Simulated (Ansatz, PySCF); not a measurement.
C₂H₅S, SMILES [CH2]SC, multiplicity 2. Atoms are numbered in the order given.

```xyz
8

C      1.4219     0.0555    -0.2838
S     -0.0234    -0.3166     0.5344
C     -1.2557     0.3826    -0.5808
H      2.3476    -0.2678     0.1679
H      1.4193     0.6432    -1.1902
H     -1.1048     1.4576    -0.6874
H     -1.2043    -0.1029    -1.5561
H     -2.2332     0.1983    -0.1363
```
Charge 0, spin multiplicity 2.

The structure is a stationary point at r2SCAN-D4/def2-TZVP. The isomer is the one that the SMILES or the coordinates give; other isomers of the formula were not compared.

Two levels are set side by side: PBE-D3(BJ)/def2-TZVP (Ansatz, a first-principles code) and r2SCAN-D4/def2-TZVP (Ansatz). Each level has its own optimised geometry; the coordinates shown are those of the second. Frequencies come from the Hessian of PySCF at each geometry. Differences are taken from unrounded values.

```
quantity                            r2SCAN-D4
----------------------------------  ---------
mean bond length (Å)                    1.277
bond C1–S2 (Å)                          1.702
bond S2–C3 (Å)                          1.803
bond C1–H4 (Å)                          1.080
bond C1–H5 (Å)                          1.080
bond C3–H6 (Å)                          1.091
bond C3–H7 (Å)                          1.091
bond C3–H8 (Å)                          1.089
highest harmonic wavenumber (cm⁻¹)       3295
mean harmonic wavenumber (cm⁻¹)          1485
zero-point energy (kcal/mol)            38.21
```

Question: What does PBE-D3(BJ) give, and how far is it from r2SCAN-D4? (The exact figures need the calculation; the answer reports its results.)

Answer: 
```
quantity                            PBE-D3(BJ)  PBE-D3(BJ) minus r2SCAN-D4
----------------------------------  ----------  --------------------------
mean bond length (Å)                     1.283                       0.006
bond C1–S2 (Å)                           1.704                       0.002
bond S2–C3 (Å)                           1.809                       0.006
bond C1–H4 (Å)                           1.087                       0.007
bond C1–H5 (Å)                           1.088                       0.007
bond C3–H6 (Å)                           1.098                       0.007
bond C3–H7 (Å)                           1.098                       0.007
bond C3–H8 (Å)                           1.097                       0.007
highest harmonic wavenumber (cm⁻¹)        3220                         -75
mean harmonic wavenumber (cm⁻¹)           1454                         -30
zero-point energy (kcal/mol)             37.43                       -0.78
```
